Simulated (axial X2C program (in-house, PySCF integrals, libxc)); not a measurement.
Worked dissociation energy of SbH⁺: HF, without spin–orbit coupling

Computed with an in-house all-electron X2C program for linear molecules (integrals from PySCF). Spin-free means the one-electron spin-free X2C Hamiltonian. Basis: Sb dyall-cv3z [11s12p8d4f1g], H dyall-v3z [6s2p1d] (cores contracted in-house); Gaussian nuclei, density fitting, unrestricted open shells. Masses: Sb 120.904 u, H 1.008 u.

Molecular state: M_S = 1/2, Λ = 1 (beyond evenly filled blocks: π+α).

```
E(Sb+) (2M_S = 2, M_L = 0) : -6477.726330 hartree
E(H) (2M_S = 1, M_L = 0)   : -0.500004 hartree
E(SbH⁺) at Re              : -6478.288661 hartree
ωe                         : 2109.6 cm⁻¹
ωexe                       : 24.8 cm⁻¹
```

(1) Work out De and D0.

The state is one determinant whose occupation by symmetry is held fixed; it was picked as the lowest of a PBE0 search that is not exhaustive. De is counted from the lowest determinant-based energies of the atoms at the same level, without counterpoise correction. Spin-free De lacks the spin–orbit lowering of the heavy p-block atom, a tenth of an eV or more for 4p and 5p, up to an eV for 6p and one to two eV for 7p atoms, less what an open-shell molecule gains itself.

Hartree–Fock lacks correlation and underbinds, often by eV.

Each atomic determinant is the lowest at this level and need not be a pure term. Totals compare only within one Hamiltonian and basis.

Answers

(1) De = -6477.726330 + (-0.500004) − (-6478.288661) = 0.06233 hartree = 1.696 eV. The zero-point energy is ωe/2 − ωexe/4 = 1049 cm⁻¹ = 0.130 eV, so D0 = 1.566 eV.
